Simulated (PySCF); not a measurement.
Geometry (Å), atoms numbered from 1 in this order:
```xyz
20

C     2.852    0.962    0.775
C     1.927    0.294   -0.214
O     0.619    0.272    0.310
Si   -0.739   -0.203   -0.540
C    -0.572   -1.959   -1.187
Si   -2.503    0.026    0.979
P    -0.964    1.154   -2.355
H     2.522    1.992    0.973
H     2.852    0.415    1.730
H     3.882    0.991    0.390
H     1.946    0.833   -1.181
H     2.273   -0.738   -0.420
H    -1.505   -2.287   -1.670
H    -0.350   -2.653   -0.361
H     0.238   -2.034   -1.930
H    -2.619    1.449    1.424
H    -2.316   -0.845    2.182
H    -3.786   -0.365    0.311
H    -1.638    2.196   -1.649
H    -2.174    0.514   -2.768
```

Geometry: PBE0-D3(BJ)/def2-SVP; GIAO shifts from PySCF 2.14.0 with density-fitted response routines, gas phase, non-relativistic, averaged over equivalent atoms.

At HF/pcSseg-1 (205 basis functions, 14 s wall time on 1 thread of an Intel Xeon 6975P-C, shared host):
```tsv
atoms	δ (ppm)
C2	54.0
C1	19.9
C5	0.3
O3	14.3
Si4	18.9
Si6	-88.7
P7	-247.5
H11	3.38
H16/H17/H18	3.30
H12	3.17
H8/H9/H10	1.30
H19/H20	1.30
H13/H14/H15	0.37
```

Shifts are taken against calculated references (same method and geometry level): ¹³C (σref 190.85) and ²⁹Si (σref 393.43) and ¹H (σref 31.69) against TMS; H2O for ¹⁷O (σref 333.31); ³¹P (σref 356.22) vs H3PO4.

**Question.** Estimate the result of repeating the calculation with PBE0/pcSseg-1.

**Answer.** 
```json
{"atoms": "C2", "δ at PBE0/pcSseg-1": "60.6", "change": "+6.6"}
{"atoms": "C1", "δ at PBE0/pcSseg-1": "19.8", "change": "-0.1"}
{"atoms": "C5", "δ at PBE0/pcSseg-1": "2.0", "change": "+1.7"}
{"atoms": "O3", "δ at PBE0/pcSseg-1": "49.4", "change": "+35.1"}
{"atoms": "Si4", "δ at PBE0/pcSseg-1": "26.5", "change": "+7.6"}
{"atoms": "Si6", "δ at PBE0/pcSseg-1": "-101.7", "change": "-13.0"}
{"atoms": "P7", "δ at PBE0/pcSseg-1": "-266.3", "change": "-18.8"}
{"atoms": "H11", "δ at PBE0/pcSseg-1": "3.76", "change": "+0.38"}
{"atoms": "H16/H17/H18", "δ at PBE0/pcSseg-1": "3.48", "change": "+0.18"}
{"atoms": "H12", "δ at PBE0/pcSseg-1": "3.54", "change": "+0.37"}
{"atoms": "H8/H9/H10", "δ at PBE0/pcSseg-1": "1.24", "change": "-0.06"}
{"atoms": "H19/H20", "δ at PBE0/pcSseg-1": "1.45", "change": "+0.15"}
{"atoms": "H13/H14/H15", "δ at PBE0/pcSseg-1": "0.48", "change": "+0.11"}
```

Shifts are taken against calculated references (same method and geometry level): ¹³C (σ = 184.41 ppm), ²⁹Si (σ = 351.99 ppm), ¹H (σ = 31.27 ppm) vs TMS; ¹⁷O (σ = 334.56 ppm) against H2O; ³¹P (σ = 310.13 ppm) vs H3PO4.

The largest change is at O3 (oxygen bonded to C, Si). Cost: 205 basis functions, 27 s wall time on 1 thread of an Intel Xeon 6975P-C, shared host. The order of the carbon signals is the same at both levels.

Experimental scales use liquid or dissolved standards, which lie at an offset from isolated H2O (liquid H2O: subtract about 36 ppm) and H3PO4.
